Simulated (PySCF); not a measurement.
## Unknowns

Level of theory: geometry: GFN2-xTB, σ from GIAO-PBE0/pcSseg-1, in PySCF (fast rotation and ring inversion assumed for equivalent nuclei, no relativistic terms, in vacuum, single conformer).

Shifts are taken against calculated references (same method and geometry level): $^{1}$H (31.72 ppm), $^{13}$C (186.93 ppm) against TMS. Splittings of carbon signals by F and P are missing where no couplings were computed. Where no couplings were computed, multiplicities follow the n + 1 count of equivalent neighbours, and m marks all less simple cases (inequivalent or close neighbours, rings, F or P nearby). Shifts are as computed. Against solution values, carbons near 30 ppm lie about +3 ppm off and those near 130 ppm about +5 ppm. Of 1211 compounds with measured shifts, 218 miss one by over three times the rms of a fit or turn the order of signals round; such compounds aren't used in these exercises.

(1) C6H10F2. $^{1}$H NMR (400 MHz, computed): δ 1.90 (m, 4H), 1.69 (m, 4H), 1.40 (m, 2H). $^{13}$C{$^{1}$H} NMR (computed): δ 128.4, 38.9, 28.9, 27.0. Identify the compound.

(2) C6H10F2. $^{1}$H NMR (500 MHz, computed): δ 6.04 (m, 1H), 5.93 (m, 1H), 5.71 (m, 1H), 2.31 (m, 1H), 1.88 (d, 3H), 1.20 (d, 3H). $^{13}$C{$^{1}$H} NMR (computed): δ 138.2 (CH), 137.2 (CH), 124.1 (CH), 48.9 (CH), 22.2 (CH3), 13.7 (CH3). Identify the compound.

Answers

(1) SMILES FC1(F)CCCCC1. The formula gives 1 degree of unsaturation (1 ring in the answer). 4 carbon signals for 6 carbons: some carbons are equivalent by symmetry or fast rotation. Carbon types of the structure: 1 × C, 5 × CH2, which accounts for all hydrogens. δC 128.4: fully substituted sp3 carbon bonded to 2 F; 2 electronegative neighbours deshield it. δC 38.9, 28.9, 27.0: sp3 CH2 in a ring; saturated and bonded to C and H only. δH 1.90, 1.69, 1.40: hydrogen on an sp3 CH2 in a ring.

The data come from this structure; uniqueness wasn't tested.

(2) SMILES C[C@@H](/C=C/C)C(F)F. The formula gives 1 degree of unsaturation (no ring in the answer). 6 carbon signals for 6 carbons: no two carbons are equivalent. Carbon types of the structure: 4 × CH, 2 × CH3, which accounts for all hydrogens. δC 138.2, 137.2: alkene CH; the olefinic region. δC 124.1: sp3 CH bonded to 2 F; 2 electronegative neighbours deshield it. δC 48.9: allylic sp3 CH; saturated and bonded to C and H only. δH 2.31: hydrogen on an allylic sp3 CH; allylic position.

This is the structure that produced the data.
